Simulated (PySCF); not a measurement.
Lu⁴⁹⁺: ionisation energy

Lu⁴⁹⁺ [Ar] 3d4 [3d3/2^4, M_J = 0] → Lu⁵⁰⁺ [Ar] 3d3 [3d3/2^3, M_J = 3/2], as a difference of total energies. Computed with PySCF 2.14 in an uncontracted even-tempered set (15 s from 13 bohr⁻², ratio 2.8; 12 p from 16 bohr⁻², ratio 2.8; 8 d from 16 bohr⁻², ratio 2.8; 3 f from 54 bohr⁻², ratio 3), with the two-component X2C-1e Hamiltonian. Correlated levels: [Ne] frozen; the 72 highest virtual spinors dropped. "Screened" scales the spin-orbit matrix elements by Boettger's factors to mimic the two-electron term; Breit and QED terms are absent.

```json
{"method": "GHF (spin-free)", "ionisation energy (eV)": "4378.5"}
{"method": "GMP2 (spin-free)", "ionisation energy (eV)": "4378.5"}
{"method": "GHF (screened spin-orbit)", "ionisation energy (eV)": "4405.5"}
{"method": "GMP2 (screened spin-orbit)", "ionisation energy (eV)": "4406.3"}
```

Breit and QED terms and the two-electron picture change are absent.

The spin-free rows relax to the high-spin LS determinant and lack the spin-orbit shift.

The labels give the starting determinants; with spin-orbit coupling the two ends relaxed to ⟨J²⟩ = 0.00, ⟨L²⟩ = 2.45, ⟨S²⟩ = 2.45 and ⟨J²⟩ = 3.77, ⟨L²⟩ = 7.72, ⟨S²⟩ = 2.09.

For comparison: 4403 ± 4 eV (theoretical estimate listed by NIST; NIST Atomic Spectra Database, ionization energies).
